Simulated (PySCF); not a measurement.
## Electron correlation in Sm⁺ (samarium, charge +1)

Starting occupation: [Xe] 4f6 6s1, 4f5/2 with m_j = -5/2, -3/2, -1/2, +1/2, +3/2, +5/2, 6s1/2 with m_j = +1/2. All numbers are calculated (PySCF 2.14, X2C-1e with screened-nucleus spin-orbit coupling, Gaussian nucleus, in x2c-QZVPPall-2c (16s16p12d6f4g1h, 213 functions)). Frozen: [Ar] 3d10; 33 electrons correlated; the 40 highest virtual spinors left out.

MP2 pair energies summed by pair of shells (mhartree):

```csv
pair,energy,share (%)
4d-4f,-289.31,19.0
4d-4d,-224.62,14.8
4f-5p,-169.41,11.1
5p-5p,-132.58,8.7
4d-4p,-124.29,8.2
4d-5p,-121.36,8.0
4f-4f,-114.50,7.5
4f-4p,-61.59,4.0
5p-5s,-41.19,2.7
4d-5s,-38.84,2.6
4f-5s,-38.41,2.5
4p-4p,-31.29,2.1
4d-4s,-28.82,1.9
5p-6s,-20.54,1.3
4p-5p,-17.78,1.2
4p-4s,-16.78,1.1
4f-4s,-14.09,0.9
4p-5s,-9.42,0.6
5s-5s,-7.15,0.5
4f-6s,-7.02,0.5
4d-6s,-3.30,0.2
4s-5p,-3.17,0.2
4s-4s,-2.79,0.2
4s-5s,-1.38,0.1
5s-6s,-1.26,0.1
4p-6s,-0.46,0.0
4s-6s,-0.07,0.0
```

Total MP2 correlation energy: -1521.4 mhartree.

The GHF reference relaxed away from the jj start to a determinant that is no pure jj level (⟨S²⟩ = 15.64, ⟨J²⟩ = 6.27); the energies belong to that determinant.

This basis was not built for core-valence correlation, so the inner-shell part is incomplete.
